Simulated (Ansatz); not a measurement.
Cartesian coordinates in Å:
```
N 0.145 1.087 0.086
Si 0.331 -0.571 0.484
O 0.454 -1.451 -0.891
Cl -1.360 -1.041 1.585
H -0.232 1.715 0.780
H 0.859 1.538 -0.466
H -0.198 -1.278 -1.578
```

Charge 0, multiplicity 2.

Question: List the ωB97M-V/def2-TZVPP orbital energies in eV (Ansatz). (Estimate.)

Answer: Computed: α occupied: -2771.68, -1808.38, -526.38, -394.68, -262.09, -199.57, -199.44, -199.44, -149.23, -103.42, -103.35, -103.30, -31.18, -27.10, -25.54, -18.48, -16.84, -16.33, -14.12, -13.46, -12.41, -11.96, -11.46, -11.08, -7.78. α empty: 2.22, 2.59, 3.25, 3.85, 4.03, 4.91, 6.33, 6.72. β occupied: -2771.66, -1808.28, -526.34, -394.59, -262.07, -199.51, -199.42, -199.41, -149.11, -103.28, -103.23, -103.16, -31.08, -26.92, -25.40, -18.13, -16.76, -16.14, -13.90, -13.22, -12.26, -11.73, -11.41, -10.69. β empty: -0.61, 2.33, 2.75, 3.46, 3.95, 4.15, 4.99, 6.54. ⟨S²⟩ = 0.752.
